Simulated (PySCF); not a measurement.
Zn(NH2)(OSiH3) (H5NOSiZn), SMILES [NH2][Zn][O][SiH3]. Heavy atoms are numbered as in [Zn:1]([NH2:2])[O:5][SiH3:6]. Hydrogens are named by the atom that carries them.

Geometry optimised at PBE0-D3(BJ)/def2-SVP. The structure was generated by enumeration; whether it is a known compound was not checked. The values are those of a single conformer.

Method: B3LYP/pcSseg-1 (PySCF).

GIAO shieldings, no solvent; atoms alike by connectivity are averaged. δ = σ(ref) − σ: ¹⁵N against NH3 (σ = 265.5 ppm); ¹H against TMS (σ = 31.68 ppm); ¹⁷O against H2O (σ = 333.8 ppm); ²⁹Si against TMS (σ = 338.7 ppm), references at their B3LYP-D3(BJ)/def2-TZVP geometries, non-relativistic.

Task: Estimate the chemical shifts. (The exact figures need the calculation; the answer reports its results.)

Result: 
```csv
nucleus,atoms,count,δ (ppm)
¹⁵N,N2 (NH2),1,-25.2
¹H,H on Si6,3,5.38
¹H,H on N2,2,-0.46
¹⁷O,O5,1,1.5
²⁹Si,Si6 (SiH3),1,-44.2
```
